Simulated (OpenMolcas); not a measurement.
**Ionisation energies of phosphorus**

```
Program             : OpenMolcas
Basis               : ANO-R3 [6s5p4d2f1g]
Scalar Hamiltonian  : X2C, finite nucleus
Spin-orbit coupling : state interaction with AMFI integrals over the reference wave functions, term energies averaged over their components
```

Active shells in each charge state: the valence s, p shells, with orbitals averaged over the low states. Where CASPT2's correlated closed shells are named, they are those of the first ion.

A. CASSCF
B. SS-CASPT2, IPEA 0.25 Eh, imaginary shift 0.1 Eh (closed shells correlated: 2s 2p)
C. SS-CASPT2, IPEA 0 Eh, imaginary shift 0.1 Eh (closed shells correlated: 2s 2p)

Energies in eV between the lowest computed levels (charge -1 gives the electron affinity), named as in B; reference values from the NIST Atomic Spectra Database with their kind.

| From | To | A | B | C | Spin-orbit share in B | Reference |
| --- | --- | --- | --- | --- | --- | --- |
| P- 3s² 3p⁴ ³P₂ | P 3s² 3p³ ⁴S°_3/2 | -0.723 | 0.204 | 0.110 | +0.011 |  |
| P 3s² 3p³ ⁴S°_3/2 | P+ 3s² 3p² ³P₀ | 9.651 | 10.385 | 10.503 | -0.035 | 10.487 (measured) |
| P+ 3s² 3p² ³P₀ | P2+ 3s² 3p ²P°_1/2 | 18.764 | 19.564 | 19.688 | -0.006 | 19.769 (semi-empirical) |
| P2+ 3s² 3p ²P°_1/2 | P3+ 3s² ¹S₀ | 28.953 | 29.916 | 30.041 | +0.041 | 30.203 (measured) |
| P3+ 3s² ¹S₀ | P4+ 3s ²S_1/2 | 51.052 | 51.322 | 51.324 | +0.000 | 51.444 (measured) |
| P4+ 3s ²S_1/2 | P5+ 2p⁶ ¹S₀ | 64.572 | 64.940 | 64.946 | +0.000 | 65.025 (measured) |

Error against the reference values, in %:

| From | Reference | A | B | C |
| --- | --- | --- | --- | --- |
| P | measured | -8.0 | -1.0 | +0.2 |
| P+ | semi-empirical | -5.1 | -1.0 | -0.4 |
| P2+ | measured | -4.1 | -1.0 | -0.5 |
| P3+ | measured | -0.8 | -0.2 | -0.2 |
| P4+ | measured | -0.7 | -0.1 | -0.1 |

Mean absolute error over the 4 measured values: A 0.73 eV, B 0.15 eV, C 0.09 eV. C lies closest.

No diffuse functions were added, so the electron affinity comes out too small, and without dynamic correlation a bound anion can come out unbound.

° marks odd parity.
